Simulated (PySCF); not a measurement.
Compound: C6H6BF.
SMILES: `Bc1ccc(F)cc1`

The closed-shell ground state was solved at several levels (PySCF, density fitting, gas phase, non-relativistic). Geometry: PBE0-D3(BJ)/def2-SVP; no solvent, vibrations or thermal averaging.

| level | basis functions | HOMO (eV) | LUMO (eV) | gap (eV) | dipole (D) |
| --- | --- | --- | --- | --- | --- |
| B3LYP/pcJ-1 | 276 | -7.45 | -2.24 | 5.21 | 0.49 |
| PBE0/pcSseg-1 | 166 | -7.68 | -2.08 | 5.60 | 0.44 |
| B97-2/pcSseg-1 | 166 | -7.43 | -2.07 | 5.36 | 0.42 |

Q: Estimate the row for CAM-B3LYP/def2-SVPD, a basis of 211 functions; the other rows only guide the guess.

A: HOMO -8.86 eV, LUMO -1.03 eV, gap 7.83 eV, dipole 0.21 D.

Q: Over all these levels, which gives the widest orbital gap and which the narrowest?

A: CAM-B3LYP/def2-SVPD (range-separated hybrid) has the widest, 7.83 eV, and B3LYP/pcJ-1 (global hybrid, 20 % exact exchange) the narrowest, 5.21 eV. Functional and basis both differ between the two, so the spread mixes both effects.

Q: How far do the dipole and the HOMO energy spread over the levels?

A: The dipole runs from 0.21 to 0.49 D (mean 0.39 D) and the HOMO from -8.86 to -7.43 eV.
